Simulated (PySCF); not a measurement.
Fill in the blanks.

C2H7ClOSi.
SMILES: `O(CCCl)[SiH3]`

Conformer (atom-mapped SMILES and torsion angles): `[SiH3:1][O:2][CH2:3][CH2:4][Cl:5]`: Si1–O2–C3–C4 -57°, O2–C3–C4–Cl5 75°.

```json
{"property": "point group of the GFN2-xTB geometry", "level": "GFN2-xTB", "value": "C1"}
{"property": "rotational constants A, B, C of the GFN2-xTB geometry", "level": "GFN2-xTB", "value": "4.815, 2.074, 1.553 GHz"}
{"property": "dipole moment", "level": "PBE0/pcSseg-1", "value": "?"}
{"property": "HOMO energy", "level": "PBE0/pcSseg-1", "value": "-8.12 eV"}
{"property": "LUMO energy", "level": "PBE0/pcSseg-1", "value": "?"}
{"property": "13C chemical shifts (computed TMS as zero) by class", "level": "GIAO PBE0/pcSseg-1", "value": "71.1 (1 C), 53.5 (1 C) ppm"}
{"property": "1H chemical shifts (computed TMS as zero) by class", "level": "GIAO PBE0/pcSseg-1", "value": "5.02 (3 H), 4.15 (2 H), 3.75 (2 H) ppm"}
{"property": "isotropic shieldings of nuclei other than C and H, by class", "level": "GIAO PBE0/pcSseg-1", "value": "?"}
```

The electronic properties come from PySCF, for the isolated species, density fitting. NMR classes are plain means over equivalent atoms (diastereotopic ones count apart unless rotation or inversion swaps them), as if these changed places fast; in this geometry the members of some classes differ.

Question: What is the dipole moment?

Answer: 1.69 D.

Question: What are the isotropic shieldings of nuclei other than C and H, by class?

Answer: 325 (1 O), 387 (1 Si), 858 (1 Cl) ppm.

Question: Give the LUMO energy.

Answer: 0.55 eV.

In atomic units the dipole is 0.67 e·bohr (1 au = 2.5417 D). With B = h/(8π²I), that is 505.379 GHz u Å² over I, the principal moments of inertia are 105.0, 243.7 and 325.5 u Å² (most abundant isotopes); the inertial defect Ic − Ia − Ib is -23.2 u Å² (zero for a rigid planar frame, negative otherwise). The rotational constants make it an asymmetric top with κ = (2B − A − C)/(A − C) = -0.68, nearer the prolate limit (−1).

One conformer stands for the species.
